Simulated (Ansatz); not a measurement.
Species: CH$_{4}$OSi, SMILES `C1O[SiH2]1` (charge 0, multiplicity 1).

Q: Give a relaxed geometry from B3LYP-D3(BJ)/def2-TZVP run with Ansatz (an electronic-structure program).

A: the end point of this relaxation (outside a Z-matrix the atoms follow the SMILES, hydrogens last).
Z-matrix (Å, degrees):
```
Si
O 1 1.6640
C 2 1.4932 1 69.70
H 3 1.0862 2 112.49 1 -115.01
H 3 1.0862 4 113.72 2 129.34
H 1 1.4740 2 117.17 3 110.52
H 1 1.4740 6 112.87 2 -140.66
```
